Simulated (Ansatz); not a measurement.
Program: Ansatz. Geometries: PBE0-D4/def2-TZVP. ΔE: electronic, gas phase. CCSD(T)/CBS is the MP2 limit (def2-TZVPP, def2-QZVPP) plus CCSD(T) − MP2 in def2-TZVPP, frozen cores. This one scheme is used for every species. Functionals use def2-TZVPP. Each species was taken in one conformer, which may not be the lowest.

`O=C=N[SiH](N=C=O)N=C=O` + H₂ → `O=C=N[SiH2]N=C=O` + `N=C=O`  (hydrogenolysis of the Si–N bond)

`O=C=N[SiH](N=C=O)N=C=O`:

```xyz
11

O    -1.850    0.207   -3.381
C    -1.191    0.000   -2.447
N    -0.513   -0.216   -1.490
Si    0.438   -0.500   -0.125
N    -0.563   -0.924    1.164
C    -1.276   -1.213    2.077
O    -1.967   -1.498    2.965
N     1.273    0.912    0.268
C     1.848    1.919    0.547
O     2.412    2.897    0.819
H     1.389   -1.583   -0.397
```

H₂:

Cartesian coordinates in Å:
```
H 0.245 0.133 0.248
H -0.245 -0.133 -0.248
```

`O=C=N[SiH2]N=C=O`:

```xyz
9

O     2.168    2.544   -0.637
C     1.191    1.919   -0.556
N     0.172    1.301   -0.484
Si   -1.023    0.122   -0.222
N    -0.338   -1.283    0.446
C     0.396   -2.108    0.899
O     1.086   -2.930    1.344
H    -1.636   -0.224   -1.519
H    -2.015    0.660    0.729
```

`N=C=O`:

```xyz
4

N     0.706   -0.294   -0.038
C    -0.394    0.093    0.279
O    -1.421    0.416    0.713
H     1.108   -0.214   -0.955
```

(1) Is it downhill or uphill in electronic energy at CCSD(T)/CBS, and by how much? (Estimate.)

(2) What do these levels give: PBE-D4, BLYP-D4, revPBE, CCSD(T)/def2-TZVPP, MP2/def2-QZVPP, CCSD/CBS(def2)? (Estimate.)

Largest T1 diagnostic among the species: 0.018.

## Answers

(1) Computed: Uphill: ΔE = +82.6 kJ/mol.

(2) The calculation gave: PBE-D4 75.2, BLYP-D4 81.8, revPBE 64.5, CCSD(T)/def2-TZVPP 80.4, MP2/def2-QZVPP 91.1, CCSD/CBS(def2) 80.8 kJ/mol.

Leaving LDA and LC-ωPBE aside and taking each functional with its dispersion term where it has one, the values, not all of them listed here, spread over 12.0 kJ/mol, from PBE-D4 to BHLYP-D4. LDA lies +8.9 kJ/mol from PBE without D4. The D4 term adds +10.5 kJ/mol with B3LYP and +6.1 kJ/mol with PBE0; it sums over pairs of atoms, weighted by their polarisabilities, and B3LYP, whose exchange is more repulsive, gets the larger term.

B3LYP here is the variant with VWN-RPA as its local correlation; programs differ in this.
